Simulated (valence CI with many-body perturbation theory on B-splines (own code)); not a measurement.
## Energy levels of Pd XXXIII

Computed by valence CI with perturbative core correlation (CI+MBPT): four valence electrons over a frozen Dirac-Fock core [Ne], a basis of 11 s, 11 p, 9 d, 7 f, 5 g, 2 h, 1 i functions for each j, with the one-electron correlation potential Σ1 (screened to all orders), the two-electron term Σ2, the three-electron term Σ3, Breit, model QED; selected single and double excitations, second order for the rest (own B-spline code, finite nucleus).

The last digits are not significant, and no measured levels were compared; by estimate large intervals hold to a few tenths of a per cent, small ones and those within an open d or f shell to about a per cent.

Levels 46 to 71 of 71, with energies above the lowest level, (3s^2 3p1/2^2) J=0. "Leading %" is the weight of the configuration and term that name the level; weights of strongly mixed levels are sums over their largest components and can fall short. In the jj column 3d3/2^4 stands for four electrons in 3d with j = 3/2.

| No. | Configuration | Term | J | E (cm⁻¹) | Leading % | Leading jj | Second component |
| --- | --- | --- | --- | --- | --- | --- | --- |
| 46 | 3s 3p2 3d | 5P | 1 | 2260300 | 67 | 3s 3p1/2 3p3/2 3d3/2 (80 %) | 15 % 3s 3p2 3d 3P |
| 47 | 3s 3p2 3d | 5D | 3 | 2267600 | 38 | 3s 3p1/2 3p3/2 3d5/2 (65 %) | 20 % 3s 3p2 3d 3D |
| 48 | 3s 3p2 3d | 3P | 2 | 2303600 | 25 | 3s 3p1/2 3p3/2 3d5/2 (54 %) | 20 % 3p4 3P |
| 49 | 3s 3p2 3d | 3G | 3 | 2307000 | 60 | 3s 3p1/2 3p3/2 3d3/2 (93 %) | 28 % 3s 3p2 3d 1F |
| 50 | 3s 3p2 3d | 3D | 1 | 2318000 | 27 | 3s 3p1/2 3p3/2 3d3/2 (50 %) | 22 % 3s 3p2 3d 1P |
| 51 | 3s 3p2 3d | 1G | 4 | 2337500 | 44 | 3s 3p1/2 3p3/2 3d5/2 (52 %) | 23 % 3s 3p2 3d 3F |
| 52 | 3s 3p2 3d | 3D | 3 | 2369400 | 52 | 3s 3p1/2 3p3/2 3d5/2 (56 %) | 33 % 3s 3p2 3d 3F |
| 53 | 3s 3p2 3d | 3D | 1 | 2386700 | 74 | 3s 3p1/2 3p3/2 3d3/2 (84 %) | 8 % 3s 3p2 3d 1P |
| 54 | 3s 3p2 3d | 3G | 4 | 2388200 | 63 | 3s 3p1/2 3p3/2 3d5/2 (80 %) | 24 % 3s 3p2 3d 3F |
| 55 | 3s 3p2 3d | 3F | 3 | 2400200 | 30 | 3s 3p1/2 3p3/2 3d5/2 (76 %) | 24 % 3s 3p2 3d 1F |
| 56 | 3s 3p2 3d | 3P | 0 | 2409900 | 81 | 3s 3p1/2 3p3/2 3d3/2 (47 %) | 14 % 3s2 3d2 3P |
| 57 | 3s 3p2 3d | 3D | 1 | 2410600 | 71 | 3s 3p1/2 3p3/2 3d5/2 (81 %) | 9 % 3s 3p2 3d 3P |
| 58 | 3s 3p2 3d | 3P | 0 | 2442000 | 66 | 3s 3p3/2^2 3d5/2 (49 %) | 16 % 3p4 1S |
| 59 | 3s 3p2 3d | 3F | 2 | 2451600 | 48 | 3s 3p1/2 3p3/2 3d3/2 (56 %) | 12 % 3s 3p2 3d 3D |
| 60 | 3s 3p2 3d | 3D | 2 | 2459800 | 30 | 3s 3p1/2 3p3/2 3d5/2 (51 %) | 30 % 3s 3p2 3d 3F |
| 61 | 3s 3p2 3d | 3P | 1 | 2463800 | 45 | 3s 3p1/2 3p3/2 3d5/2 (74 %) | 21 % 3s 3p2 3d 3S |
| 62 | 3s 3p2 3d | 3F | 4 | 2468300 | 37 | 3s 3p3/2^2 3d5/2 (71 %) | 25 % 3s 3p2 3d 5D |
| 63 | 3s 3p2 3d | 3F | 3 | 2478400 | 40 | 3s 3p1/2 3p3/2 3d5/2 (66 %) | 20 % 3s 3p2 3d 3D |
| 64 | 3s 3p2 3d | 3D | 2 | 2493400 | 59 | 3s 3p1/2 3p3/2 3d5/2 (45 %) | 10 % 3p4 1D |
| 65 | 3s 3p2 3d | 3D | 2 | 2501900 | 50 | 3s 3p1/2 3p3/2 3d5/2 (45 %) | 19 % 3s 3p2 3d 3P |
| 66 | 3s 3p2 3d | 3D | 1 | 2503700 | 22 | 3s 3p3/2^2 3d3/2 (49 %) | 21 % 3p4 3P |
| 67 | 3s 3p2 3d | 3D | 3 | 2520400 | 43 | 3s 3p3/2^2 3d3/2 (55 %) | 13 % 3s 3p2 3d 5P |
| 68 | 3s 3p2 3d | 3G | 5 | 2531900 | 71 | 3s 3p3/2^2 3d5/2 (85 %) | 28 % 3s 3p2 3d 5F |
| 69 | 3s 3p2 3d | 3P | 2 | 2545100 | 20 | 3s 3p3/2^2 3d3/2 (26 %) | 12 % 3p4 1D |
| 70 | 3s 3p2 3d | 1S | 0 | 2553500 | 54 | 3p3/2^4 (28 %) | 28 % 3p4 3P |
| 71 | 3s 3p2 3d | 1P | 1 | 2554100 | 33 | 3s 3p3/2^2 3d3/2 (38 %) | 12 % 3s 3p2 3d 3S |

Where two levels of one J and parity lie close, their mixing, g and order are uncertain.
